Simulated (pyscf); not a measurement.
Hydrogen shift: [H₃C–Al–OH]• → H₃C–AlH–O•

Gas phase, doublet surface, charge 0. Bonds broken: O2–H3. Bonds formed: Al1–H3. Single points on ωB97X-D3(BJ)/def2-SVP structures (PySCF, gas phase). Correlated levels are frozen-core, on RHF or UHF. ΔMP2 is the change of the MP2 total energy from the triple- to the quadruple-zeta basis.

Transition state (Å):

```xyz
7

Al     0.6814     0.5054     0.1342
O      0.7190    -0.2757    -1.3532
H      1.7861     0.7552    -1.0749
C     -0.1411     0.7761     1.8708
H      0.5751     0.5506     2.6781
H     -0.4593     1.8250     1.9897
H     -1.0248     0.1306     2.0039
```

One imaginary mode, 1373i cm⁻¹; descent along it reached the two sides named.

```json
[
 {"bond": "O2–H3", "change": "breaks", "reactant side (Å)": "0.960", "saddle": "1.510", "product side": "2.8"},
 {"bond": "Al1–H3", "change": "forms", "reactant side (Å)": "2.404", "saddle": "1.657", "product side": "1.581"}
]
```

Electronic energies relative to the reactant's lowest minimum found (kcal/mol):

```csv
level,barrier,reaction energy,reverse barrier
ωB97X-D3(BJ)/def2-TZVP,52.9,+33.9,18.9
PBE/def2-TZVP,46.2,+38.8,7.4
r²SCAN/def2-TZVP,49.0,+36.5,12.5
B3LYP-D3(BJ)/def2-TZVP,50.7,+34.8,15.9
PBE0-D3(BJ)/def2-TZVP,52.2,+37.6,14.6
M06-2X/def2-TZVP,57.4,+39.5,17.9
ωB97M-D3(BJ)/def2-TZVP,51.8,+34.0,17.9
HF/def2-TZVP,62.7,+20.0,42.7
MP2/def2-QZVPP,65.1,+46.1,19.0
CCSD/def2-TZVPP,56.3,+35.3,21.0
CCSD(T)/def2-TZVPP,54.6,+37.1,17.5
CCSD(T)/def2-TZVPP + ΔMP2(QZVPP),54.9,+38.1,16.8
```

With CCSD(T)/def2-TZVPP + ΔMP2(QZVPP) energies and thermal terms (ideal gas, 1 atm, RRHO with modes under 100 cm⁻¹ raised to 100, one conformer, R ln 2 for rigid chiral ones), in kcal/mol:

```
T (K)   ΔH‡   ΔG‡     ΔH     ΔG
-----  ----  ----  -----  -----
298    50.9  51.1  +35.5  +35.5
600    50.5  51.3  +35.5  +35.5
900    50.2  51.8  +35.6  +35.5
1200   49.9  52.4  +35.8  +35.5
```

One saddle was located; it need not be the lowest between these sides. The CCSD(T) − MP2 part came from Ansatz, without density fitting, on the same reference.
